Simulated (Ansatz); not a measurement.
Species: HSeF, charge 0, singlet. HSeF (selenohypofluorous acid, SMILES F[SeH]).
B3LYP-D3(BJ)/def2-TZVP minimum from Ansatz (a first-principles code):
```xyz
3

Se    -0.1137    -0.2175     0.2653
H     -0.8997    -0.9756    -0.7304
F      0.5294     0.9300    -0.9210
```

Quantity: atomisation energy (electronic, to ground-state atoms), in kcal/mol. UHF or UKS for unpaired electrons; spin-orbit terms are left out. Correlated methods leave the cores frozen (noble-gas shells, and filled d and f shells in the p block). No relativity. CBS(X,Y): correlation extrapolated as X^-3, Hartree-Fock from the larger set (Q,5: extrapolated as (X+1)exp(-9√X)). A bracket is a step between two methods taken in the basis named. Where a partner has so few electrons that a lower coupled-cluster level is exact, that level stands in.

CCSD(T)/CBS(cc-pVQZ,cc-pV5Z) + [CCSDT(Q) - CCSD(T)]/cc-pVQZ + [CCSDTQ - CCSDT(Q)]/cc-pVDZ (Ansatz) gives 160.7 kcal/mol.

Task: How far off this value is PBE/def2-TZVPD (Ansatz), in which direction, and which of these levels come nearer: B3LYP/def2-TZVPD, PBE0/def2-TZVPD, wB97M-V/def2-TZVPD, CCSD(T)/CBS(cc-pVQZ,cc-pV5Z)?

Result: PBE gives 167.3 kcal/mol, 6.6 kcal/mol above it. Differences of the others: B3LYP/def2-TZVPD (Ansatz) -1.7; PBE0/def2-TZVPD (Ansatz) -4.4; wB97M-V/def2-TZVPD (Ansatz) -1.6; CCSD(T)/CBS(cc-pVQZ,cc-pV5Z) (Ansatz) -0.1 kcal/mol. Nearer than PBE: B3LYP/def2-TZVPD, PBE0/def2-TZVPD, wB97M-V/def2-TZVPD, CCSD(T)/CBS(cc-pVQZ,cc-pV5Z).
